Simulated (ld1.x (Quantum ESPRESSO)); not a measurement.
**What one change does to a pseudopotential (V (Z = 23), TM)**

* Element: V
* Generator: ld1.x (Quantum ESPRESSO) 7.5
* Type: norm-conserving Troullier–Martins (Kleinman–Bylander form)
* Functional: PBEsol
* Relativity: scalar-relativistic
* Frozen core: [Ne] 3s2
* Valence charge: 11
* Reference configuration: 3p6 3d3 4s1 4p0 (charge +1)
* Partial waves: 3p (bound): rc 1.70 bohr; 3d (bound): rc 1.85 bohr; 4s (bound): rc 2.15 bohr
* Local potential: the s channel
* Core correction: Bessel-smoothed model core inside 0.90 bohr

All-electron outer shells of the reference configuration (PBEsol, scalar-relativistic, ld1.x):

| shell | level (eV) | outermost node (bohr) | outermost maximum (bohr) |
| --- | --- | --- | --- |
| 3s | -77.64 | 0.38 | 0.82 |
| 3p | -51.56 | 0.35 | 0.84 |
| 3d | -12.65 | – | 0.90 |
| 4s | -10.90 | 1.17 | 2.59 |
| 4p | -6.81 | 1.29 | 3.16 |

Change: wave 3d (bound): rc 1.85 bohr becomes 3d (bound): rc 2.14 bohr.

Cutoffs: the cutoffs (Ry, on a coarse ladder) from which the occupation-weighted sum of valence levels, in a spherical-Bessel basis at the reference potential, stays within 10 and 1 mRy of its value at 400 Ry; they do not see the model core or the augmentation charge, which bear on the density cutoff. Errors are all-electron minus pseudo energies relative to the spin-unpolarised reference configuration.

**Question.** What does the change do?

**Answer.** The potential gets softer (70 Ry and 90 Ry → 50 Ry and 90 Ry); of the 7 tests that both files solve, the error grows in 0 and shrinks in 4 by more than 15 % and 0.3 meV (median size 158.9 → 84.9 meV); neither file shows a bound ghost at the reference potential, the only one tested. A larger radius leaves more room for a smooth pseudo-wave, so fewer plane waves are needed. That the errors move this way runs against the usual rule that smaller radii transfer better.

| quantity | base | changed |
| --- | --- | --- |
| cutoff, loose | 70 Ry | 50 Ry |
| cutoff, tight | 90 Ry | 90 Ry |
| loose cutoff by channel (10 mRy a level) | p 40 Ry, d 60 Ry, s 6 Ry | p 40 Ry, d 50 Ry, s 6 Ry |
| bound ghosts | none | none |
| error for 3p6 3d3 4s2 4p0, meV [ΔE -7.75 eV] | -1.5 | -0.4 |
| error for 3p6 3d3 4s0 4p0, meV [ΔE 14.20 eV] | -12 | -11 |
| error for 3p6 3d2 4s0 4p0, meV [ΔE 43.05 eV] | -159 | -85 |
| error for 3p6 3d2 4s2 4p1, meV [ΔE -1.95 eV] | -998 | -903 |
| error for 3p6 3d3 4s0 4p2, meV [ΔE -0.87 eV] | -1269 | -1269 |
| error for 3p6 3d4 4s0 4p0, meV [ΔE -0.59 eV] | -162 | -116 |
| error for 3p6 3d4 4s1 4p0, meV [ΔE -7.17 eV] | -96 | -76 |
| s: phases at 2.36 bohr within 0.05 rad from the reference energy up to (Ry; the scan ends near 5) | 0.7 | 0.7 |
| p: phases at 2.36 bohr within 0.05 rad from the reference energy up to (Ry; the scan ends near 5) | -1.8 | -1.8 |
| d: phases at 2.36 bohr within 0.05 rad from the reference energy up to (Ry; the scan ends near 5) | -0.1 | -0.1 |

Base: These tests converged, but a pseudo level misses the all-electron one widely, so the file describes the atom poorly there or has found another state: 3p6 3d2 4s0 4p0: empty 4p by 2.6 eV (a node warning on the way). Changed file: These tests converged, but a pseudo level misses the all-electron one widely, so the file describes the atom poorly there or has found another state: 3p6 3d2 4s0 4p0: empty 4p by 2.5 eV (a node warning on the way).
